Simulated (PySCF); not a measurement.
**Ge: excitation energy**

Ge [Ar] 3d10 4s2 4p2 (3P) → Ge [Ar] 3d10 4s1 4p3 (5S), as a difference of total energies. All numbers are calculated (PySCF 2.14, scalar relativity through the core potential, in aug-cc-pVQZ-PP with one added diffuse shell each of s, p, d, f, g type with ECP10MDF (8s7p6d4f3g, 114 functions)). Correlated levels: valence: 3s2 3p6 3d10 frozen. The calculations carry no spin-orbit coupling.

Problem. Order these methods by the excitation energy they give, lowest first.
A. SCS-MP2 (valence)
B. PBE0
C. LDA
D. r2SCAN

Solution. A (39135 cm⁻¹), D (40890 cm⁻¹), B (42834 cm⁻¹), C (47959 cm⁻¹).

Errors of the correlated levels include the incompleteness of this basis and the frozen core.

For comparison: 40958 cm⁻¹ (measured; NIST levels, between the centres of gravity of the two terms).
